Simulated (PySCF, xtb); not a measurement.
BrGaH2O, SMILES [OH][GaH][Br].

GFN2-xTB (xtb 6.7.1) at its own geometry gives an orbital gap of 4.73 eV and a dipole moment of 5.90 D.

The structure is a stationary point at TPSSh-D3(BJ)/def2-SVP. The values are those of a single conformer.

Q: What does PySCF with B3LYP/def2-TZVPD give? (An estimate is asked for; the answer gives what the named calculation found.)

A: gap 6.54 eV (levels -8.13 and -1.59 eV), dipole 2.79 D.
